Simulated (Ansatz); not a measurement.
Frontier orbitals of `[SiH3]BO[SiH3]`.

Cartesian coordinates in Å:
```
Si -1.927 -1.234 0.274
B -0.395 -0.113 -0.448
O 0.616 0.269 0.359
Si 1.985 1.169 0.081
H -1.795 -1.565 1.719
H -2.021 -2.509 -0.495
H -3.216 -0.510 0.072
H -0.371 0.228 -1.608
H 1.942 2.345 0.981
H 2.027 1.599 -1.339
H 3.156 0.322 0.404
```

Charge 0, multiplicity 1. Geometry: relaxed with PBE0-D4/def2-TZVP. It is one conformer, not always the lowest. Basis def2-TZVPP, Ansatz 0.2.0.

Orbital energies of one run (eV). Highest occupied ones, from the top: -7.82, -9.67, -9.69, -9.96, -9.98, -11.35, -12.15, -12.81, -14.18, -15.29, -17.26, -29.76, -100.59, -100.62. Empty: -1.11, 0.16, 1.57, 1.66, 1.67, 1.77.

(1) Which functional gave them?
A. r2SCAN0
B. HSE06 (plane-wave form)
C. revPBE
D. BLYP

Results:

(1) A. HOMO energies: r2SCAN0 -7.82, BLYP -6.30, revPBE -6.36, HSE06 -7.25 eV.
